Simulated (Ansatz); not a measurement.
Mulliken charges of `Cl[SiH2]N[SiH2]Cl` from r2SCAN/def2-TZVPP in Ansatz (PBE0-D4/def2-TZVP geometry).

```csv
atom,x (Å),y (Å),z (Å),charge (e)
Cl1,-2.319,-1.418,1.357,-0.260
Si2,-1.345,0.267,0.686,0.520
N3,-0.249,-0.080,-0.586,-0.397
Si4,1.454,-0.251,-0.476,0.520
Cl5,2.448,1.444,-1.092,-0.260
H6,-2.402,1.188,0.217,-0.070
H7,-0.568,0.810,1.820,-0.061
H8,-0.652,-0.197,-1.506,0.141
H9,1.918,-1.340,-1.361,-0.070
H10,1.798,-0.474,0.944,-0.061
```

Question: By hand: the dipole of these point charges (1 e Å = 4.8032 D).

Answer: Σ q r = (-0.011, -0.004, -0.028) e Å, of length 0.030 e Å = 0.14 D.

Question: How does the dipole of the full density compare? (Best estimate.)

Answer: Computed: (-0.085, -0.025, -0.194) e Å, 1.02 D; the point charges give 0.14 times that, at 2° from its direction.

Point charges leave out the atoms' own dipoles, such as those of lone pairs, and Mulliken's split depends on the basis, so the two needn't agree.
